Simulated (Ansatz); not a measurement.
## A relaxation, step by step

CH₆IN (SMILES N.CI), singlet, PBE0-D4/def2-TZVP (Ansatz 0.2.0). Settings:

```yaml
hamiltonian: {xc: pbe0, dispersion: d4}
relax: {f_tol: 0.005, max_steps: 200}
```

Start (the SMILES describes the start alone):

```csv
atom,x (Å),y (Å),z (Å)
N1,-0.1527,-0.0111,-1.6976
H2,0.3700,-0.6459,-2.3164
H3,-0.9442,-0.5703,-1.3450
H4,-0.5732,0.6919,-2.3211
C5,0.4486,0.2587,1.4956
I6,-1.2170,-1.0847,1.8654
H7,0.4968,0.3706,0.3913
H8,0.2207,1.2073,2.0112
H9,1.3512,-0.2165,1.9167
```

```json
{"step": "1", "energy less the last (meV)": "53.7", "largest force component (eV/Å)": "0.726"}
{"step": "2", "energy less the last (meV)": "12.6", "largest force component (eV/Å)": "0.269"}
{"step": "3", "energy less the last (meV)": "2.6", "largest force component (eV/Å)": "0.170"}
{"step": "4", "energy less the last (meV)": "1.3", "largest force component (eV/Å)": "0.114"}
{"step": "5", "energy less the last (meV)": "0.1", "largest force component (eV/Å)": "0.037"}
{"step": "6", "energy less the last (meV)": "0.0", "largest force component (eV/Å)": "0.002"}
{"step": "7", "energy less the last (meV)": "0.0", "largest force component (eV/Å)": "0.003"}
{"step": "8", "energy less the last (meV)": "0.0", "largest force component (eV/Å)": "0.006"}
{"step": "9", "energy less the last (meV)": "0.0", "largest force component (eV/Å)": "0.006"}
{"step": "10", "energy less the last (meV)": "0.0", "largest force component (eV/Å)": "0.005"}
{"step": "11", "energy less the last (meV)": "0.0", "largest force component (eV/Å)": "0.006"}
{"step": "12", "energy less the last (meV)": "0.0", "largest force component (eV/Å)": "0.005"}
```

Step 2, positions (Å) and forces (eV/Å):

```json
{"atom": "N1", "x": "-0.189", "y": "-0.032", "z": "-1.796", "Fx": "-0.232", "Fy": "-0.175", "Fz": "-0.269"}
{"atom": "H2", "x": "0.353", "y": "-0.644", "z": "-2.404", "Fx": "-0.056", "Fy": "0.134", "Fz": "0.157"}
{"atom": "H3", "x": "-0.976", "y": "-0.593", "z": "-1.468", "Fx": "0.192", "Fy": "0.140", "Fz": "-0.003"}
{"atom": "H4", "x": "-0.589", "y": "0.681", "z": "-2.404", "Fx": "0.103", "Fy": "-0.097", "Fz": "0.158"}
{"atom": "C5", "x": "0.464", "y": "0.267", "z": "1.571", "Fx": "0.123", "Fy": "0.074", "Fz": "-0.027"}
{"atom": "I6", "x": "-1.165", "y": "-1.046", "z": "1.919", "Fx": "-0.209", "Fy": "-0.154", "Fz": "-0.018"}
{"atom": "H7", "x": "0.542", "y": "0.395", "z": "0.485", "Fx": "0.008", "Fy": "-0.008", "Fz": "0.264"}
{"atom": "H8", "x": "0.224", "y": "1.194", "z": "2.092", "Fx": "0.134", "Fy": "-0.094", "Fz": "-0.135"}
{"atom": "H9", "x": "1.338", "y": "-0.222", "z": "2.005", "Fx": "-0.063", "Fy": "0.179", "Fz": "-0.126"}
```

Step 7, positions (Å) and forces (eV/Å):

| atom | x | y | z | Fx | Fy | Fz |
| --- | --- | --- | --- | --- | --- | --- |
| N1 | -0.183 | -0.035 | -1.765 | 0.002 | 0.001 | 0.001 |
| H2 | 0.352 | -0.642 | -2.375 | -0.001 | 0.000 | -0.001 |
| H3 | -0.936 | -0.592 | -1.376 | 0.000 | 0.000 | 0.000 |
| H4 | -0.607 | 0.676 | -2.348 | -0.001 | -0.001 | 0.000 |
| C5 | 0.459 | 0.264 | 1.540 | 0.003 | 0.002 | 0.001 |
| I6 | -1.198 | -1.047 | 1.831 | -0.001 | -0.001 | 0.000 |
| H7 | 0.553 | 0.402 | 0.465 | 0.000 | 0.000 | 0.000 |
| H8 | 0.229 | 1.192 | 2.056 | 0.001 | -0.002 | 0.000 |
| H9 | 1.331 | -0.219 | 1.971 | -0.002 | 0.001 | 0.000 |

Step 11, positions (Å) and forces (eV/Å):

| atom | x | y | z | Fx | Fy | Fz |
| --- | --- | --- | --- | --- | --- | --- |
| N1 | -0.180 | -0.038 | -1.766 | -0.005 | -0.003 | -0.006 |
| H2 | 0.356 | -0.624 | -2.395 | -0.003 | 0.004 | 0.004 |
| H3 | -0.916 | -0.615 | -1.375 | 0.005 | 0.004 | -0.003 |
| H4 | -0.627 | 0.675 | -2.330 | 0.003 | -0.005 | 0.005 |
| C5 | 0.459 | 0.264 | 1.541 | -0.002 | -0.001 | 0.001 |
| I6 | -1.212 | -1.030 | 1.832 | 0.001 | 0.000 | -0.001 |
| H7 | 0.556 | 0.400 | 0.465 | -0.001 | -0.001 | 0.000 |
| H8 | 0.237 | 1.195 | 2.054 | 0.001 | 0.001 | 0.000 |
| H9 | 1.325 | -0.226 | 1.974 | 0.001 | 0.000 | 0.000 |

Last step (12):

```
9
angstrom
N -0.1798 -0.0385 -1.7662
H 0.3570 -0.6227 -2.3954
H -0.9158 -0.6167 -1.3760
H -0.6270 0.6749 -2.3289
C 0.4588 0.2643 1.5410
I -1.2121 -1.0294 1.8326
H 0.5558 0.3987 0.4651
H 0.2380 1.1956 2.0537
H 1.3252 -0.2264 1.9740
```

Hardware: 4 CPU threads of an Intel Xeon Platinum 8488C, shared host. Wall time about 20 s.
